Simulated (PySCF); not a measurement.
PySCF 2.14 output of an unrestricted PBE0 calculation on a single atom or ion in aug-cc-pVDZ-PP with ECP60MDF (5s5p4d2f, 54 functions), with a scalar-relativistic core potential:

```
SCF conv_tol = 1e-09
number electrons alpha = 8  beta = 5
    C. Adamo and V. Barone.,  J. Chem. Phys. 110, 6158 (1999)
    M. Ernzerhof and G. E. Scuseria.,  J. Chem. Phys. 110, 5029 (1999)
cycle= 1 E= -57.2744689203254  delta_E= -0.0054  |g|= 0.0151  |ddm|= 0.513
cycle= 2 E= -57.274702582985  delta_E= -0.000234  |g|= 0.00991  |ddm|= 0.0884
cycle= 3 E= -57.2747568543178  delta_E= -5.43e-05  |g|= 0.000868  |ddm|= 0.0537
cycle= 4 E= -57.2747589641841  delta_E= -2.11e-06  |g|= 4.72e-05  |ddm|= 0.00762
cycle= 5 E= -57.2747589706951  delta_E= -6.51e-09  |g|= 4.19e-06  |ddm|= 0.000296
cycle= 6 E= -57.2747589707307  delta_E= -3.56e-11  |g|= 3.86e-07  |ddm|= 2.8e-05
converged SCF energy = -57.2747589707307  <S^2> = 3.7562082  2S+1 = 4.0031029
```

The run itself started from symmetry-adapted Hartree-Fock orbitals and held the occupation by maximum overlap, on a logarithmic radial grid, so the iterations belong to that start.

Q: Which element, charge and spin multiplicity is this?

A: Ta (tantalum, neutral), multiplicity 4; the state was [Xe] 4f14 5d3 6s2, high-spin 4F determinant.

Energies and moments cover only the electrons outside the core potential. Spin-orbit coupling, absent here, splits the open shell strongly.
